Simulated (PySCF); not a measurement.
The multiplicity is imposed and other spin states were not computed.

Cartesian coordinates (Å):
```xyz
6

Cd    -0.1006    -0.0097     0.0614
F      1.1578    -0.8086    -1.1931
C     -1.4504     0.8470     1.4066
H     -2.0149     0.0470     1.9236
H     -2.1560     1.4998     0.8569
H     -0.8966     1.4487     2.1531
```
Charge 0, spin multiplicity 1.

### Question
What charge on the central atom (Mulliken), HOMO–LUMO gap, LUMO, dipole moment and HOMO does PBE-D3(BJ)/def2-TZVP // BP86-D3(BJ)/def2-SVP (PySCF) give?

### Answer

The charge on the central atom (Mulliken) is 0.72 e. The HOMO–LUMO gap is 5.65 eV and the LUMO comes out as -1.71 eV. The dipole moment comes out as 3.28 D and the HOMO is -7.36 eV.
